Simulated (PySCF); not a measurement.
# Spectroscopy problems

- geometry from GFN2-xTB
- shielding tensors at PBE0/pcSseg-1 (GIAO)
- J: B3LYP/pcJ-1
- run in PySCF 2.14
- averaged over atoms made equivalent by symmetry, fast rotation or ring inversion, single conformer, in vacuum, non-relativistic Hamiltonian

Shifts are taken against calculated references (same method and geometry level): 1H (σref 31.72) and 13C (σref 186.93) vs TMS. Multiplet labels drop J under 1 Hz and among equivalent protons, and merge close values. Unscaled 3J(H,H) run several per cent high. Vicinal couplings that depend on rotamer populations or ring flexing (ring, CH–CH, X–H and H–F types) are those of the one conformer. One-bond C–F couplings are unscaled and too large by tens of Hz. Shifts are as computed. Against solution values, carbons near 30 ppm lie about +3 ppm off and those near 130 ppm about +5 ppm. Of 1211 compounds with measured shifts, 218 miss one by over three times the rms of a fit or turn the order of signals round; such compounds aren't used in these exercises. Across acyclic CH2–CH2 and CH–CH2 bonds, 3J(H,H) assumes equally populated rotamers. For the larger molecules the spin–dipole term is left out of H,H and C,H couplings.

(1) C$_{3}$H$_{5}$N. 1H NMR (400 MHz, computed): δ 7.62 (dd, J = 18.0, 2.5 Hz, 1H), 7.58 (ddt, J = 16.0, 9.2, 2.5 Hz, 1H), 7.04 (dd, J = 18.0, 2.4 Hz, 1H), 4.50 (d, J = 16.0 Hz, 1H), 4.30 (d, J = 9.2 Hz, 1H). 13C{1H} NMR (computed): δ 155.9 (CH), 150.6 (CH2), 99.3 (CH2). Identify the compound.

(2) C$_{3}$H$_{4}$F$_{4}$. 1H NMR (400 MHz, computed): δ 5.02 (dt, J = 51.8, 8.0 Hz, 2H), 2.64 (qtd, J = 8.9, 8.0, 7.0 Hz, 2H). 13C{1H} NMR (computed): δ 133.8 (qd, J = 344.1, 19.6 Hz), 81.1 (dq, J = 227.7, 3.1 Hz), 39.9 (qd, J = 27.3, 21.0 Hz). Identify the compound.

Answers

(1) SMILES C=CN=C. The formula gives 2 degrees of unsaturation (no ring in the answer). 3 carbon signals for 3 carbons: no two carbons are equivalent. Carbon types of the structure: 1 × CH, 2 × CH2, which accounts for all hydrogens. δC 155.9: alkene CH; as expected for a trigonal carbon in a double bond. δC 150.6: C=N carbon. δC 99.3: terminal =CH2 carbon. δH 4.50, 4.30: hydrogen on a terminal =CH2 carbon; a vinylic proton, deshielded by the sp2 carbon and the C=C anisotropy. The protons at 7.04 and 7.62 share a coupling of 18.0 Hz (geminal). The protons at 4.50 and 7.58 share a coupling of 16.0 Hz (vicinal, trans across C=C). The protons at 4.30 and 7.58 share a coupling of 9.2 Hz (vicinal, cis across C=C).

(2) SMILES FCCC(F)(F)F. Rings plus π bonds: 0. 3 carbon signals for 3 carbons: no two carbons are equivalent. Carbon types of the structure: 1 × C, 2 × CH2, which accounts for all hydrogens. δC 133.8: CF3 carbon; 3 electronegative neighbours deshield it. δC 81.1: sp3 CH2 bonded to F; deshielded by the electronegative neighbour. δC 39.9: sp3 CH2; a saturated carbon with 2 carbon neighbours and no heteroatom attached. δH 5.02: hydrogen on an sp3 CH2 bonded to F; its carbon carries F, an electronegative neighbour. The protons at 5.02 and 2.64 share a coupling of 8.0 Hz (vicinal).

This is the structure that produced the data.
